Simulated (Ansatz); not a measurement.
## Ligand exchange: AuCl + InH2(SH) → AuSH + InH2Cl

Species: AuCl (gold monochloride), singlet; InH2(SH), singlet; AuSH `[SH][Au]`, singlet; InH2Cl `[Cl][InH2]`, singlet. The partners trade Cl for SH: Au–Cl and In–SH bonds give way to Au–SH and In–Cl.

Shapes, held fixed at every level: PBE0-D4/def2-TZVP. Programs: Ansatz 0.2.0. The zero-point and thermal change to 298 K, harmonic and unscaled (PBE0-D4/def2-TZVP), is -1.2 kJ/mol.

Q: Estimate ΔH(298 K) of this reaction.

A: The highest level, CCSD(T)/def2-TZVPP, gives ΔH(298 K) = -52.5 kJ/mol; the levels span -58.8 to -31.7. The column of differences is taken from that level and isn't an error. No measured value is set beside it here. For atoms past krypton def2 sets carry core potentials with scalar relativity. Outer-core shells of Au, In are correlated, in sets that cover them unevenly. Times are processor times on shared x86 and Arm servers, and rough.

```csv
level,kind,ΔH(298 K) (kJ/mol),less CCSD(T)/def2-TZVPP,CPU time (sum over the molecules)
HF/def2-TZVPP,Hartree–Fock,-31.7,+20.8,–
SPW92/def2-TZVPP,LDA,-58.8,-6.3,6.6 s
r2SCAN-D4/def2-TZVPP,meta-GGA,-57.0,-4.5,21 s
BHLYP-D4/def2-TZVPP,global hybrid,-45.6,+6.9,12 s
PBE0-D4/def2-TZVPP,global hybrid,-50.5,+2.0,11 s
r2SCAN0-D4/def2-TZVPP,global hybrid,-53.1,-0.6,21 s
wB97X-V/def2-TZVPP,range-separated hybrid,-43.7,+8.8,29 s
CCSD(T)/def2-TZVPP,coupled cluster or CI,-52.5,0.0,50 s
```
